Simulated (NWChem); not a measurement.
C₂H₂Cl₂, triplet; SMILES of the neutral closed-shell parent Cl/C=C/Cl

```xyz
6

Cl     1.8627     0.0261    -0.3763
C      0.6192    -0.3642     0.7488
C     -0.6192     0.3642     0.7488
Cl    -1.8627    -0.0261    -0.3763
H      0.7788    -1.3015     1.2898
H     -0.7788     1.3015     1.2898
```
Atoms are numbered in this order, from 1.

Level: PBE0/def2-SVP, spin-unrestricted (NWChem), optimised geometry, unscaled harmonic frequencies. In the optimisation the excess spin sits in a and b (C2, its own frame). This spin state was assumed; another may lie lower.

Problem. List the harmonic frequencies with IR intensities, and the thermochemistry.

Solution. 
```csv
frequency (cm⁻¹),IR intensity (km/mol)
107,0.1
314,25.4
334,5.3
442,26.2
475,10.0
777,46.4
795,130.7
1162,2.1
1213,25.7
1301,14.1
3215,1.6
3215,1.2
```

| Item | Result |
|---|---|
| zero-point energy | 19.1 kcal/mol |
| thermal correction to the enthalpy at 298.15 K (with zero-point energy) | 22.8 kcal/mol |
| heat capacity Cv | 15.8 cal/(mol K) |
| entropy at 298.15 K and 1 atm (symmetry number 2, electronic part: spin degeneracy alone) | 74.6 cal/(mol K) |
| dipole moment | 1.07 D |

Rigid rotor and harmonic oscillator.
